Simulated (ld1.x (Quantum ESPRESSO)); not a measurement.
## Which setting gave this result? (terbium, PAW)

Base potential:

terbium (Tb), PAW, made with ld1.x (Quantum ESPRESSO) 7.5 (PBE, scalar-relativistic). Core [Kr] 4d10, reference 4f9 5s2 5p6 5d0 6s0 6p0 (charge +2). Waves: 5s (bound): rcut 1.70, rcutus 2.25 bohr; 6s (bound, empty): rcut 1.70, rcutus 2.25 bohr; 5p (bound): rcut 2.30, rcutus 3.15 bohr; 6p (bound, empty): rcut 2.30, rcutus 3.15 bohr; 5d (bound, empty): rcut 1.80, rcutus 2.30 bohr; 5d channel at -0.25 Ry: rcut 1.80, rcutus 2.30 bohr; 4f (bound): rcut 1.30, rcutus 1.55 bohr; 4f channel at -0.75 Ry: rcut 1.30, rcutus 1.55 bohr. Local part: all-electron potential smoothed inside 1.90 bohr (lloc = -1). Core correction: Bessel-smoothed model core inside 0.75 bohr. Augmentation charge: PSQ, inside the norm-conserving radii.

Cutoffs, loose and tight: the cutoffs (Ry, on a coarse ladder) from which the occupation-weighted sum of valence levels, in a spherical-Bessel basis at the reference potential, stays within 10 and 1 mRy of its value at 400 Ry. They do not see the model core or the augmentation charge, which bear on the density cutoff. Test errors are all-electron minus pseudo excitation energies from the reference, over the configurations 4f9 5s2 5p6 5d0 6s2 6p0; 4f9 5s2 5p6 5d0 6s1 6p0; 4f8 5s2 5p6 5d0 6s0 6p0; 4f9 5s2 5p6 5d0 6s0 6p2; 4f9 5s2 5p5 5d0 6s2 6p0; 4f9 5s2 5p6 5d0 6s1.5 6p0; 4f10 5s2 5p6 5d0 6s0 6p0; variants that change the core or the reference have their own tests.

Only the f radius is moved (1 further runs of the sweep failed or gave no value and are left out):

```csv
f radius (bohr),"cutoff, loose","cutoff, tight",bound ghosts,largest test error (meV)
0.98,230 Ry,over 300 Ry,none,-95 over the solved tests; test run stopped at test 4 of 7 (negative rho)
1.62,55 Ry,90 Ry,none,-145 over the solved tests; test run stopped at test 4 of 7 (negative rho)
1.72,45 Ry,80 Ry,none,-154 over the solved tests; test run stopped at test 4 of 7 (negative rho)
1.94,35 Ry,60 Ry,none,+5.7 over the solved tests; test run stopped at test 3 of 7 (negative rho)
2.14,30 Ry,45 Ry,none,test run stopped at test 1 of 7 (negative rho)
2.32,25 Ry,35 Ry,none,-480 over the solved tests; test run stopped at test 4 of 7 (negative rho)
```

**Question.** One more run gave cutoff, loose: 140 Ry; cutoff, tight: 200 Ry; bound ghosts: none; largest test error (meV): -102 over the solved tests; test run stopped at test 4 of 7 (negative rho). Which value of the f radius was used?

**Answer.** 1.22 bohr. The loose cutoff moves one way along this sweep, from 230 Ry at 0.98 to 25 Ry at 2.32 bohr, which places the run between 0.98 and 1.62 bohr.
